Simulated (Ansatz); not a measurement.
Reactions of H₈N₂O₃Si₂ (`N[SiH2]O[Si](N)(O)O`).

Gas-phase electronic energies from Ansatz, PBE0-D4/def2-TZVP geometries. CCSD(T)/CBS adds triple-zeta CCSD(T) − MP2 to the extrapolated MP2 energy (def2 sets, frozen cores). This one scheme is used for every species. Functionals use def2-TZVPP. For Se outer-core shells are correlated without core-valence functions, which leaves a few kJ/mol of doubt a bond. Scalar relativity is left out up to krypton. One conformer a species, not always the lowest.

```json
{"reaction": "`N[SiH2]O[Si](N)(O)O` → `N[Si@H](O)O[Si@@H](N)O`", "ωB97X-V (eV)": "0.01", "B2PLYP (eV)": "-0.02", "CCSD(T)/CBS(def2) (eV)": "0.00"}
{"reaction": "`N[SiH2]O[Si](N)(O)O` + `CC[SeH]` → `N[SiH2]C[SeH]` + `CO[Si](N)(O)O`", "ωB97X-V (eV)": "1.84", "B2PLYP (eV)": "1.88", "CCSD(T)/CBS(def2) (eV)": "1.89"}
{"reaction": "`N[SiH2]O[Si](N)(O)O` + `C[SiH3]` → `N[SiH2][SiH3]` + `CO[Si](N)(O)O`", "ωB97X-V (eV)": "2.33", "B2PLYP (eV)": "2.40", "CCSD(T)/CBS(def2) (eV)": "2.43"}
{"reaction": "`N[SiH2]O[Si](N)(O)O` + CH₄ → `N[SiH3]` + `CO[Si](N)(O)O`", "ωB97X-V (eV)": "2.38", "B2PLYP (eV)": "2.42", "CCSD(T)/CBS(def2) (eV)": "2.47"}
{"reaction": "`N[SiH2]O[Si](N)(O)O` + `CF` → `N[SiH2]F` + `CO[Si](N)(O)O`", "ωB97X-V (eV)": "-0.24", "B2PLYP (eV)": "-0.28", "CCSD(T)/CBS(def2) (eV)": "-0.26"}
{"reaction": "`N[SiH2]O[Si](N)(O)O` + `O[SiH3]` → `N[Si](O)(O)O` + `N[SiH2]O[SiH3]`", "ωB97X-V (eV)": "0.03", "B2PLYP (eV)": "-0.01", "CCSD(T)/CBS(def2) (eV)": "0.02"}
{"reaction": "`N[SiH2]O[Si](N)(O)O` + `C[SeH]` → `N[SiH2][SeH]` + `CO[Si](N)(O)O`", "ωB97X-V (eV)": "1.09", "B2PLYP (eV)": "1.12", "CCSD(T)/CBS(def2) (eV)": "1.13"}
{"reaction": "`N[SiH2]O[Si](N)(O)O` + H₂Se → `N[SiH2][SeH]` + `N[Si](O)(O)O`", "ωB97X-V (eV)": "0.63", "B2PLYP (eV)": "0.61", "CCSD(T)/CBS(def2) (eV)": "0.60"}
{"reaction": "`N[SiH2]O[Si](N)(O)O` → `N[Si](O)(O)O` + `N[SiH]`", "ωB97X-V (eV)": "3.04", "B2PLYP (eV)": "2.86", "CCSD(T)/CBS(def2) (eV)": "2.96"}
{"reaction": "`N[SiH2]O[Si](N)(O)O` + `N[SiH](O)F` → `N[SiH2]O[SiH](N)F` + `N[Si](O)(O)O`", "ωB97X-V (eV)": "0.02", "B2PLYP (eV)": "0.01", "CCSD(T)/CBS(def2) (eV)": "0.02"}
```

Largest T1 diagnostic: 0.015, for `N[SiH]`.
